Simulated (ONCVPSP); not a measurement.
# An all-electron radial function and its pseudo partner (copper)

Columns: radius, all-electron u(r) and pseudo u(r) of the 3p shell (level -74.29 eV) of copper in the configuration [Ne] 3s2 3p6 3d10 4p1; PBE, scalar-relativistic, ONCV scheme, ONCVPSP 4.0.1.

| r (bohr) | all-electron | pseudo |
| --- | --- | --- |
| 0.068 | -0.4666 | 0.0360 |
| 0.135 | -0.6463 | 0.1370 |
| 0.202 | -0.3815 | 0.2907 |
| 0.270 | 0.0685 | 0.4811 |
| 0.338 | 0.5078 | 0.6837 |
| 0.405 | 0.8469 | 0.8731 |
| 0.473 | 1.0764 | 1.0354 |
| 0.540 | 1.1996 | 1.1520 |
| 0.608 | 1.2430 | 1.2196 |
| 0.675 | 1.2275 | 1.2354 |
| 0.742 | 1.1741 | 1.2068 |
| 0.810 | 1.0963 | 1.1417 |
| 0.878 | 1.0062 | 1.0523 |
| 0.945 | 0.9132 | 0.9515 |
| 1.013 | 0.8194 | 0.8459 |
| 1.080 | 0.7310 | 0.7459 |
| 1.148 | 0.6470 | 0.6530 |
| 1.215 | 0.5710 | 0.5722 |
| 1.283 | 0.5010 | 0.5009 |
| 1.350 | 0.4390 | 0.4389 |
| 1.418 | 0.3829 | 0.3828 |
| 1.485 | 0.3339 | 0.3338 |
| 1.553 | 0.2900 | 0.2899 |
| 1.620 | 0.2520 | 0.2519 |
| 1.688 | 0.2182 | 0.2181 |
| 1.755 | 0.1891 | 0.1890 |

Q: How many radial nodes do the two functions have?

A: The all-electron 3p function has n − l − 1 = 1; the pseudo-wave has 0, since the states of the same l below it are removed with the core.

Q: At about which radius was the pseudo-wave matched?

A: 1.30 bohr, where the columns begin to agree (steps of 0.07 bohr).

Q: Is the pseudo-wave norm-conserving?

A: Yes: the ONCV scheme keeps the norm inside the radius equal to the all-electron one, which fixes the energy derivative of the logarithmic derivative at the level.
